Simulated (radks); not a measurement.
Spherical quantum dot in the effective-mass picture: electrons in a parabolic well V = omega^2 r^2 / 2 with omega = 3.71, with a point charge +1 (a donor) at the centre, all in effective atomic units (hartree* = m*/eps^2 hartree, bohr* = eps/m* bohr), one dielectric constant everywhere. Calculated with a radial shooting solver with Libxc functionals: non-relativistic Kohn-Sham, PBE, spin-polarised, spherical densities. Levels are named by radial order and angular momentum (1s, 1p, 1d, 2s, ...), and open shells are averaged over m. Results are scaled to m* = 0.032 and eps = 15, for which hartree* = 3.87 meV and bohr* = 24.81 nm. At N = 8 the configuration is 1s2 1p6. Does electron 9 go into 2s up or 1d up?

Answer. Into 2s up. The total energies of the other choices lie higher by 1.12 meV (1d up).
